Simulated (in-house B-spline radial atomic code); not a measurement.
Au⁶⁺. Computed with a B-spline radial atomic code. Model: all-electron spherical atom, spin shells full or empty, radial basis limit, no spin-orbit coupling, Breit or QED, empty-state partial waves extrapolated as (l+1/2)^-4, RPA, G0W0 and static COHSEX of the highest shell as one setting changes (uncorrelated shells keep exact exchange).

Without the two-electron picture change, core correlation of heavy ions comes too large.

Given: element Au; charge 6; filled core Xe; hamiltonian one-electron scalar X2C; mean-field start PBE; highest l of empty states 9; nuclear rms radius 5.4371 fm; highest mean-field shell 5d up.

Shell: 4f 7 7, 5d 5 0 (electrons up and down).

```csv
lowest nl shells left uncorrelated,RPA correlation energy (hartree),G0W0 level (eV),G0W0 minus most complete (meV),COHSEX level (eV),linearised minus solved G0W0 (meV)
0,-6.6302,-97.143,0,-99.933,-26.2
1,?,?,?,?,?
2,-6.1794,-97.142,0.9,-99.932,-26.2
3,-5.5619,-97.14,2.5,-99.937,-26.2
4,-5.3616,-97.139,3.7,-99.935,-26.2
5,-4.7438,-97.135,7.9,-99.933,-26.1
6,-3.7213,-97.121,21.4,-99.902,-26
7,-3.5296,-97.124,19,-99.902,-26
8,?,?,?,?,?
9,-1.9716,-97.238,-95.5,-100.07,-26.9
10,-1.7724,-97.268,-125.9,-100.03,-27.4
11,-0.50618,-97.011,131.4,-99.389,-25.8
12,-0.13483,-97.132,10.8,-98.995,-27.6
```

(1) What follows for lowest nl shells left uncorrelated = 8?

(2) What follows for lowest nl shells left uncorrelated = 1?

## Answers

(1) RPA correlation energy -2.9554 hartree; G0W0 level -97.137 eV; G0W0 minus most complete 6 meV; COHSEX level -99.91 eV; linearised minus solved G0W0 -26.1 meV.

(2) RPA correlation energy -6.3931 hartree; G0W0 level -97.142 eV; G0W0 minus most complete 0 meV; COHSEX level -99.933 eV; linearised minus solved G0W0 -26.2 meV.
